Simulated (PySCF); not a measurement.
Dipole moment and polarisability of SnH(NHMe)3

SnH(NHMe)3, C3H13N3Sn.
Cartesian coordinates in Å at the PBE0-D3(BJ)/def2-SVP level; atoms count from 1:
```
atom  x, y, z in Å
Sn1    0.001    0.000    0.367
H2     0.059   -0.001    2.077
N3     1.889   -0.237   -0.355
C4     2.959    0.669   -0.011
H5     1.931   -0.547   -1.321
H6     2.947    1.641   -0.543
H7     2.925    0.899    1.067
H8     3.945    0.205   -0.197
N9    -0.770    1.772   -0.271
C10   -2.062    2.243    0.167
H11   -0.585    1.979   -1.248
H12   -2.935    1.751   -0.310
H13   -2.170    2.091    1.254
H14   -2.166    3.330   -0.003
N15   -1.169   -1.539   -0.265
C16   -0.909   -2.903    0.128
H17   -1.482   -1.458   -1.228
H18   -0.068   -3.398   -0.399
H19   -0.674   -2.947    1.205
H20   -1.803   -3.536   -0.017
```

Level: wB97X-D/def2-SVPD (PySCF), static field, nuclei fixed, core orbitals frozen in the response. The polarisability tensor in these axes (au):

```
x   110.30  -0.06  -0.79
y    -0.06 110.46  -0.01
z    -0.79  -0.01  87.13
```

Question: Give the principal values, the mean and the anisotropy Δα = √{½[(α1 − α2)² + (α2 − α3)² + (α1 − α3)²]}.

Answer: Principal values 87.11, 110.31 and 110.48 au; mean 102.63 au = 15.21 Å³ = 16.92 × 10⁻⁴⁰ C²·m²/J; Δα = 23.29 au (23 % of the mean).

Question: What is the dipole moment, and where does it point?

Answer: (-0.06, 0.00, -1.43) D, 1.43 D in size, pointing from the negative to the positive side. Measured along this direction, the outermost atoms are H2 at the negative end and H17, H11 and H5 at the positive end.

Question: Refractivity n − 1 of an ideal gas of it at 400 K and 1 atm, from the electronic α?

Answer: N = p/kT = 1.8347 × 10¹⁹ cm⁻³, so n − 1 = 2π × N × 15.21 × 10⁻²⁴ cm³ = 1753 × 10⁻⁶ at long wavelengths.

Question: Rayleigh depolarisation ratio (linearly polarised light, static tensor)?

Answer: ρ = 3Δα²/(45ᾱ² + 4Δα²) = 1627.3/(474003 + 2169.8) = 0.00342.

Question: What molar refraction does this α imply?

Answer: Lorentz–Lorenz: R = (4π/3)N_A α = 2.5225 cm³/(mol·Å³) × 15.21 Å³ = 38.4 cm³/mol, in the limit of long wavelengths.

Question: How large is μ²/3kT at 400 K beside α?

Answer: In Gaussian units μ²/3kT = 12.37 Å³ against 15.21 Å³, a ratio of 0.81; the Debye molar polarisation (4π/3)N_A(α + μ²/3kT) is 69.6 cm³/mol, leaving out the vibrational part.

Question: In TDDFT the mean static polarisability is Σ f/ω² over all singlet excitations (ω in hartree). How much of it do the 10 lowest give? Their energies (eV) and oscillator strengths: 5.50, 0.0475; 5.50, 0.0468; 5.62, 0.0148; 6.46, 0.0109; 6.47, 0.0107; 6.48, 0.0091; 6.65, 0.0004; 6.65, 0.0008; 6.67, 0.0003; 6.82, 0.0019.

Answer: They add up to 3.26 au, 3.2 % of the 102.63 au; the largest single term is 1.16 au, from the state at 5.50 eV. Terms in order: 1.16, 1.15, 0.35, 0.19, 0.19, 0.16, 0.01, 0.01, 0.00, 0.03 au. Higher excitations give the rest. The strengths listed sum to 0.143.

The structure is a single PBE0-D3(BJ)/def2-SVP conformer in the gas phase; no vibrational or solvent corrections. Atoms past krypton carry effective core potentials; spin–orbit coupling is left out.
